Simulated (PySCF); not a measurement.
This PySCF input asks for the NMR shieldings of `O=C[C@H]1CSC[SiH2]1`, C4H8OSSi; the geometry comes from GFN2-xTB.

```python
import basis_set_exchange as bse
import numpy as np
from pyscf import gto, dft
from pyscf.prop import nmr

atoms = """
O    -2.288883    0.615735   -1.331556
C    -1.898517    0.803001   -0.209676
C    -0.821717    0.054905    0.475576
C    -0.570652   -1.318174   -0.131464
S     1.087311   -1.911191    0.321544
C     1.956324   -0.395941   -0.207287
Si    0.828463    1.058748    0.290133
H    -2.310310    1.631365    0.403653
H    -1.052282   -0.030212    1.539185
H    -1.280233   -2.062405    0.228889
H    -0.634388   -1.266110   -1.219580
H     2.922267   -0.396564    0.288936
H     2.124638   -0.456841   -1.282473
H     0.752175    2.053013   -0.776968
H     1.181389    1.628663    1.589176
"""
names = dict.fromkeys(["O", "C", "S", "Si", "H"], "pcSseg-1")
basis = {el: gto.basis.parse(bse.get_basis(n, elements=[el], fmt="nwchem")) for el, n in names.items()}
mol = gto.M(atom=atoms, basis=basis, charge=0, verbose=0)
mf = dft.RKS(mol, xc="PBE0")
mf.grids.level = 2
mf.grids.alignment = dft.numint.BLKSIZE   # the property module wants whole blocks of grid points
mf.conv_tol = 1e-9
mf.kernel()

calc = nmr.RKS(mf)   # GIAO
C = mf.mo_coeff
Co = C[:, mf.mo_occ > 0]
resp = mf.gen_response(singlet=True, hermi=2)
def vind(x):   # induced exchange potential for any number of trial vectors
    d = np.einsum("pi,xij,qj->xpq", C, 2 * x.reshape(-1, C.shape[1], Co.shape[1]), Co, optimize=True)
    return np.einsum("xpq,pi,qj->xij", resp(d - d.transpose(0, 2, 1)), C, Co, optimize=True).ravel()
mo1, _ = nmr.rhf.solve_mo1(calc, with_cphf=vind)
sigma = calc.kernel(mo1)
for i, s in enumerate(sigma):   # ppm
    print("%2d %-2s %9.2f" % (i, mol.atom_pure_symbol(i), np.trace(s) / 3))
```

Q: Give the expected output.

A: 
```
 0 O    -316.75
 1 C     -16.64
 2 C     128.86
 3 C     148.29
 4 S     485.72
 5 C     169.93
 6 Si    363.28
 7 H      21.48
 8 H      28.52
 9 H      29.08
10 H      28.08
11 H      29.86
12 H      29.37
13 H      27.35
14 H      27.13
```

These numbers come from an equivalent density-fitted implementation of the same equations, which agrees with the script to about 0.01 ppm for H and up to a few tenths of a ppm for heavy atoms, so last digits may differ.

Q: Turn these shieldings into chemical shifts. Scale: ¹⁷O (336.08 ppm) vs H2O; ¹³C (186.93 ppm) and ²⁹Si (349.16 ppm) and ¹H (31.72 ppm) against TMS; ³³S (503.73 ppm) vs CS2 (reference shieldings calculated alike).

A: Averaging equivalent atoms: O 0: 652.8; C 1: 203.6; C 2: 58.1; C 3: 38.6; C 5: 17.0; S 4: 18; Si 6: -14.1; H 7: 10.24; H 14: 4.59; H 13: 4.37; H 10: 3.64; H 8: 3.20; H 9: 2.64; H 12: 2.35; H 11: 1.85 ppm. Unscaled 17O shifts of doubly bonded oxygen tend to come out too high, by tens of ppm or more. Experimental scales use liquid or dissolved standards, which lie at an offset from isolated H2O (liquid H2O: subtract about 36 ppm).

Size and cost of the density-fitted run: 173 basis functions, 53 s wall time on 1 thread of an Arm Neoverse N1, shared host; peak memory 0.79 GiB.
